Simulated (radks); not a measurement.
Excited configurations of the gallium ion Ga3+: one electron is placed in a higher orbital outside [Ar] 3d9. The ground configuration is [Ar] 3d10. Method: Dirac Kohn-Sham, PBE, spin-unpolarised, spherical densities, finite nucleus; open shells are shared between the two j in proportion to 2j + 1; Fermi nuclear charge, rms radius 3.9973 fm; computed with a radial shooting solver on a logarithmic mesh with Libxc functionals. Excitation = E - E(ground); binding = E(ion) - E, where the ion is the core of charge +4; n* = 4/sqrt(2 binding) in atomic units, and the quantum defect is n - n*. Eigenvalue and <r> are those of j = l + 1/2.

| outer orbital | excitation (eV) | binding (eV) | quantum defect | eigenvalue (eV) |
|---|---|---|---|---|
| 4s | 18.735 | 45.140 | 1.804 | -39.407 |
| 4d | 41.830 | 22.045 | 0.858 | -18.694 |
| 4f | 50.059 | 13.816 | 0.031 | -11.676 |
| 5s | 42.664 | 21.212 | 1.796 | -18.890 |
| 5d | 50.903 | 12.972 | 0.904 | -11.357 |
| 6s | 51.428 | 12.448 | 1.818 | -11.141 |
| 6p | 52.966 | 10.909 | 1.533 | -9.731 |
| 6d | 55.375 | 8.500 | 0.939 | -7.557 |
| 6f | 57.439 | 6.436 | 0.184 | -5.694 |
| 7s | 55.662 | 8.214 | 1.852 | -7.383 |
| 7d | 57.877 | 5.999 | 0.976 | -5.380 |

The Delta-SCF ionisation energy is 63.875 eV (NIST Atomic Spectra Database: 63.24 eV, measured). Self-interaction in the functional shifts the binding energies and quantum defects, so they are the method's values and not measured ones. Spin polarisation and multiplet splitting are left out, so open shells lie too high by an amount that depends on their filling. Sharing an open shell by 2j + 1 raises it above the true ground level by a part of the spin-orbit splitting, which enters the differences from NIST.

Beside tabulated values, note that spin-unpolarised runs miss the spin-polarisation part of the exchange energy of open shells.
